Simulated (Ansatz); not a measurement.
Molecule: sum formula SiNH₄ (charge -1, singlet). It need not be the lowest isomer of its formula. Whether it binds its extra electron was not tested at this geometry. 
Structure (B3LYP-D3(BJ)/def2-TZVP (Ansatz, a quantum-chemistry and plane-wave program) minimum search):
```
N
H 1 1.0128
H 1 1.0150 2 107.14
Si 1 1.8446 2 110.95 3 127.31
H 4 1.5459 1 97.28 2 172.72
H 4 1.5628 5 92.10 1 -102.09
```
Charge -1, spin multiplicity 1.

Basis-set convergence of Hartree-Fock and CCSD correlation energies (hartree) with Ansatz. Correlated levels leave the core frozen unless marked. No spin-orbit coupling. No relativistic terms. This anion needs diffuse functions, which these sets lack.

```json
[
 {"basis": "def2-SVP", "functions": "52", "E(HF)": "-345.53662", "E(corr, CCSD)": "-0.31667"},
 {"basis": "def2-TZVPP", "functions": "129", "E(HF)": "-345.71556", "E(corr, CCSD)": "-0.39222"},
 {"basis": "def2-QZVPP", "functions": "247", "E(HF)": "[?]", "E(corr, CCSD)": "[?]"}
]
```

Task: Fill in the missing entries.

Result: 
- def2-QZVPP, E(HF): -345.73035
- def2-QZVPP, E(corr, CCSD): -0.41377
